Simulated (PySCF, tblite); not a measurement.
Compound: C₇H₉FO.
SMILES with atom numbers: `[CH2:1]=[C:2]1[C:3](=[CH2:4])[C@H:5]([F:6])[C@@H:7]1[O:8][CH3:9]` (hydrogens: H10, H11 on C1; H12, H13 on C4; H14 on C5; H15 on C7; H16, H17, H18 on C9)

Computed with GFN2-xTB (tblite), gas phase: nudged elastic band of 9 images (0 to 8), spring 0.2 eV/Å², climbing image at the end, force threshold 0.05 eV/Å. No saddle search or frequency run followed, so the top image need not be a first-order saddle, and its height can exceed the method's true barrier by a kcal/mol or more.

Path: rotation about C7–O8 (sp3 carbon bound to oxygen, ether oxygen), followed by the dihedral C2–C7–O8–C9.

Image 0 (start, dihedral 178°):
```
atom  x, y, z in Å
C1     -1.341    1.927    0.546
C2     -0.858    0.784    0.089
C3     -1.402   -0.555   -0.144
C4     -2.570   -1.147    0.045
C5     -0.065   -1.064   -0.638
F6      0.474   -2.089    0.096
C7      0.530    0.357   -0.353
O8      1.482    0.470    0.659
C9      2.769    0.038    0.285
H10    -2.373    2.026    0.833
H11    -0.711    2.792    0.658
H12    -3.413   -0.609    0.445
H13    -2.711   -2.190   -0.178
H14    -0.031   -1.379   -1.688
H15     0.881    0.847   -1.277
H16     2.783   -1.029    0.043
H17     3.409    0.222    1.145
H18     3.138    0.607   -0.578
```

Image 8 (end, +0.059 eV, dihedral -77°):
```
atom  x, y, z in Å
C1     -0.748    1.819    0.182
C2     -0.550    0.542   -0.106
C3     -1.409   -0.643   -0.126
C4     -2.634   -0.926    0.288
C5     -0.312   -1.478   -0.750
F6      0.034   -2.613   -0.075
C7      0.650   -0.266   -0.591
O8      1.661   -0.521    0.343
C9      2.498    0.577    0.595
H10    -1.713    2.171    0.506
H11     0.034    2.555    0.101
H12    -3.256   -0.179    0.750
H13    -3.042   -1.917    0.194
H14    -0.489   -1.770   -1.792
H15     1.082    0.095   -1.540
H16     2.929    0.969   -0.336
H17     3.295    0.209    1.238
H18     1.962    1.383    1.107
```

**Question.** What do the inner images look like?

**Answer.** 
Image 1: +0.016 eV, dihedral -170°
```
atom  x, y, z in Å
C1     -1.287    1.903    0.541
C2     -0.847    0.740    0.093
C3     -1.434   -0.579   -0.142
C4     -2.631   -1.118    0.022
C5     -0.105   -1.140   -0.607
F6      0.394   -2.168    0.149
C7      0.532    0.266   -0.331
O8      1.479    0.360    0.689
C9      2.804    0.134    0.272
H10    -2.317    2.050    0.815
H11    -0.620    2.740    0.658
H12    -3.459   -0.537    0.391
H13    -2.817   -2.156   -0.193
H14    -0.068   -1.471   -1.651
H15     0.902    0.738   -1.255
H16     2.932   -0.865   -0.159
H17     3.421    0.225    1.163
H18     3.113    0.885   -0.467
```

Image 2: +0.049 eV, dihedral -157°
```
atom  x, y, z in Å
C1     -1.218    1.878    0.533
C2     -0.825    0.697    0.087
C3     -1.462   -0.599   -0.147
C4     -2.682   -1.087    0.010
C5     -0.153   -1.215   -0.597
F6      0.299   -2.257    0.168
C7      0.537    0.167   -0.326
O8      1.483    0.227    0.701
C9      2.823    0.234    0.275
H10    -2.242    2.069    0.804
H11    -0.516    2.686    0.651
H12    -3.487   -0.469    0.370
H13    -2.909   -2.118   -0.201
H14    -0.120   -1.554   -1.639
H15     0.927    0.621   -1.249
H16     3.077   -0.661   -0.303
H17     3.426    0.263    1.180
H18     3.033    1.125   -0.332
```

Image 3: +0.083 eV, dihedral -143°
```
atom  x, y, z in Å
C1     -1.140    1.853    0.520
C2     -0.794    0.657    0.075
C3     -1.481   -0.614   -0.151
C4     -2.719   -1.054    0.009
C5     -0.198   -1.284   -0.597
F6      0.210   -2.339    0.173
C7      0.548    0.069   -0.334
O8      1.500    0.075    0.692
C9      2.821    0.331    0.289
H10    -2.156    2.083    0.792
H11    -0.409    2.635    0.636
H12    -3.501   -0.405    0.366
H13    -2.984   -2.077   -0.196
H14    -0.178   -1.629   -1.637
H15     0.955    0.501   -1.258
H16     3.189   -0.422   -0.416
H17     3.422    0.301    1.196
H18     2.907    1.324   -0.170
```

Image 4 (top): +0.103 eV, dihedral -128°
```
atom  x, y, z in Å
C1     -1.052    1.829    0.502
C2     -0.750    0.621    0.058
C3     -1.490   -0.624   -0.154
C4     -2.742   -1.018    0.018
C5     -0.239   -1.349   -0.604
F6      0.130   -2.414    0.170
C7      0.564   -0.028   -0.358
O8      1.533   -0.090    0.653
C9      2.794    0.424    0.313
H10    -2.058    2.092    0.782
H11    -0.298    2.590    0.612
H12    -3.499   -0.341    0.376
H13    -3.042   -2.032   -0.180
H14    -0.240   -1.700   -1.642
H15     0.982    0.379   -1.287
H16     3.261   -0.149   -0.497
H17     3.404    0.339    1.211
H18     2.733    1.478    0.017
```

Image 5: +0.100 eV, dihedral -114°
```
atom  x, y, z in Å
C1     -0.962    1.807    0.481
C2     -0.700    0.588    0.038
C3     -1.487   -0.631   -0.154
C4     -2.749   -0.982    0.034
C5     -0.269   -1.403   -0.615
F6      0.072   -2.474    0.162
C7      0.584   -0.113   -0.395
O8      1.575   -0.234    0.589
C9      2.746    0.501    0.346
H10    -1.958    2.096    0.772
H11    -0.190    2.551    0.577
H12    -3.481   -0.281    0.396
H13    -3.082   -1.989   -0.154
H14    -0.297   -1.762   -1.650
H15     1.002    0.271   -1.334
H16     3.277    0.125   -0.538
H17     3.373    0.368    1.226
H18     2.539    1.569    0.207
```

Image 6: +0.086 eV, dihedral -99°
```
atom  x, y, z in Å
C1     -0.862    1.784    0.447
C2     -0.640    0.556    0.010
C3     -1.472   -0.638   -0.152
C4     -2.741   -0.945    0.064
C5     -0.291   -1.454   -0.634
F6      0.030   -2.530    0.145
C7      0.608   -0.194   -0.448
O8      1.623   -0.357    0.501
C9      2.672    0.570    0.392
H10    -1.844    2.097    0.760
H11    -0.075    2.516    0.518
H12    -3.441   -0.217    0.435
H13    -3.111   -1.941   -0.110
H14    -0.355   -1.821   -1.665
H15     1.018    0.170   -1.402
H16     3.230    0.425   -0.543
H17     3.330    0.386    1.239
H18     2.312    1.603    0.431
```

Image 7: +0.076 eV, dihedral -84°
```
atom  x, y, z in Å
C1     -0.758    1.769    0.380
C2     -0.573    0.526   -0.036
C3     -1.441   -0.647   -0.144
C4     -2.711   -0.907    0.122
C5     -0.303   -1.500   -0.665
F6      0.016   -2.581    0.107
C7      0.636   -0.266   -0.526
O8      1.675   -0.459    0.392
C9      2.571    0.621    0.463
H10    -1.723    2.098    0.730
H11     0.034    2.498    0.394
H12    -3.370   -0.149    0.509
H13    -3.124   -1.890   -0.027
H14    -0.420   -1.870   -1.690
H15     1.033    0.080   -1.495
H16     3.092    0.764   -0.493
H17     3.291    0.368    1.238
H18     2.065    1.553    0.732
```

The largest changes of bonds and angles from start to top: C7–O8 1.394 → 1.401 Å, C7–H15 1.103 → 1.097 Å, C2–C7 1.518 → 1.524 Å, O8–C9 1.409 → 1.404 Å, C5–C7–O8 117.7 → 115.5°, C2–C7–O8 113.0 → 114.7°, C7–O8–C9 114.0 → 115.5°. GFN2-xTB torsional profiles can miss by a kcal/mol or more and can put conformers in the wrong order.

**Question.** What do single points at PBE0/pcSseg-1 (PySCF, no dispersion term) give on some images?

**Answer.** 
| image | GFN2-xTB E (eV) | DFT E (eV) | HOMO (eV) | LUMO (eV) | dipole (D) |
| --- | --- | --- | --- | --- | --- |
| 0 | 0.000 | 0.000 | -7.04 | -1.57 | 1.85 |
| 2 | 0.049 | 0.061 | -7.00 | -1.56 | 2.25 |
| 4 | 0.103 | 0.137 | -6.98 | -1.56 | 2.62 |
| 6 | 0.086 | 0.115 | -7.04 | -1.59 | 2.79 |
| 8 | 0.059 | 0.063 | -7.09 | -1.60 | 2.84 |

Energies count from image 0 at each level. At the GFN2-xTB top the DFT energy is 3.2 kcal/mol against 2.4; the geometries weren't optimised at the DFT level.

The cost below is that of the whole band run. The run took 5.2 s of wall time on one thread of an Arm Neoverse V1, no GPU, shared host, and the process peaked at 0.18 GiB of memory.
